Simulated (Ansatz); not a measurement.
`CN([Si](N)(O)O)[Si](N)(F)F`, charge 0, multiplicity 1.

Problem. Give a relaxed structure at PBE0-D4/def2-TZVP (Ansatz). (Estimate.)

Solution. The calculation gave: 
Z-matrix (Å, degrees):
```
C
N 1 1.468
H 1 1.091 2 109.7
H 1 1.092 2 110.9 3 119.4
H 1 1.095 2 111.9 3 -119.3
Si 2 1.731 1 118.5 3 22.4
Si 2 1.699 1 119.7 3 -162.3
O 6 1.634 2 116.0 1 67.9
N 6 1.696 2 107.3 1 -47.9
O 6 1.641 2 105.7 1 -176.1
F 7 1.598 2 111.7 1 128.9
N 7 1.691 2 111.7 1 10.1
F 7 1.593 2 110.5 1 -116.9
H 8 0.959 6 115.3 2 86.9
H 9 1.005 6 122.2 2 -47.3
H 9 1.006 6 120.7 2 158.5
H 10 0.959 6 119.2 2 52.2
H 12 1.006 7 121.4 2 -59.1
H 12 1.007 7 119.0 2 155.5
```
This is one stationary point; other conformers may exist.
